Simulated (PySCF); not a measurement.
**Electronic structure of Si (silicon, neutral) at the r2SCANh level**

Configuration: [Ne] 3s2 3p2, high-spin 3P determinant. Calculation: PySCF 2.14, in ANO-RCC-VTZP; the spin-free X2C one-electron Hamiltonian (Gaussian nucleus).

```
Total energy                                                  : -289.9539 hartree
One-electron energy                                           : -401.3945 hartree
Hartree (Coulomb) energy                                      : 132.2865 hartree
Exchange-correlation energy                                   : -20.8460 hartree
⟨S²⟩                                                          : 2.0099
⟨L²⟩                                                          : 2.033
Sum of ⟨r⟩                                                    : 14.38 bohr
Sum of ⟨r²⟩                                                   : 31.62 bohr²
Traceless quadrupole moment −½Σ⟨3z² − r²⟩ along its main axis : 3.39 e·bohr²
Langevin diamagnetic susceptibility                           : -25.0 ×10⁻⁶ cm³/mol
```

```csv
shell,electrons,mean orbital energy (hartree),spread (hartree),"rms radius, mean of both spins (bohr)"
1s α,1,-66.33696,0,0.129
1s β,1,-66.33014,0,0.129
2s α,1,-5.36296,0,0.617
2s β,1,-5.35777,0,0.617
2p α,3,-3.65888,0.00472,0.602
2p β,3,-3.64940,0.01341,0.602
3s α,1,-0.45141,0,2.36
3s β,1,-0.37462,0,2.36
3p α,2,-0.19376,0,2.96
```

Densities and radii are taken from the X2C orbitals without a picture-change correction, which distorts them close to the nucleus.
